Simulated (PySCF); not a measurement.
Isomers of C3H6BF. Level of theory: PBE0-D3(BJ)/def2-SVP geometry optimisation, gas phase (PySCF). One conformer each; no zero-point energy, no entropy. No frequencies were run at this level. Point groups hold within 0.08 Å.

Question: Order them by energy at this level, lowest first, and give relative energies in kcal/mol.
A. `[F:1][BH:2][CH:3]1[CH2:4][CH2:5]1` with F1–B2–C3–C4 -146°
B. `[BH2:1][C@@H:2]1[CH2:3][C@@H:4]1[F:5]` with H–B1–C2–C3 -136° and 41°
C. `B/C(C)=C\F`
D. `[CH2:1]=[CH:2][B:3]([CH3:4])[F:5]` with C1–C2–B3–C4 179°

Answer: D (0.0), A (11.4), C (60.5), B (66.4).

As drawn, the lowest has a B–F bond and a C=C bond outside aromatic rings, which the highest lacks; the highest has a three-membered ring, which the lowest lacks.

| SMILES | E (Eh) | E rel (kcal/mol) | dipole (D) | point group | A, B, C (MHz) |
| --- | --- | --- | --- | --- | --- |
| C=CB(C)F | -242.21922 | 0.0 | 1.28 | near Cs | 8826, 3622, 2610 |
| FBC1CC1 | -242.20103 | 11.4 | 1.70 | Cs | 15539, 2763, 2668 |
| B/C(C)=C\F | -242.12281 | 60.5 | 1.98 | near Cs | 8805, 3793, 2696 |
| B[C@@H]1C[C@@H]1F | -242.11337 | 66.4 | 2.16 | C1 | 7921, 4807, 3681 |

Q: As an exercise, what shares would exp(−E/RT) give at 2000 K from these electronic energies alone (no entropy, no degeneracies)?

A: RT = 3.974 kcal/mol: C=CB(C)F 94.6 %, FBC1CC1 5.4 %, B/C(C)=C\F under 0.1 %, B[C@@H]1C[C@@H]1F under 0.1 %.
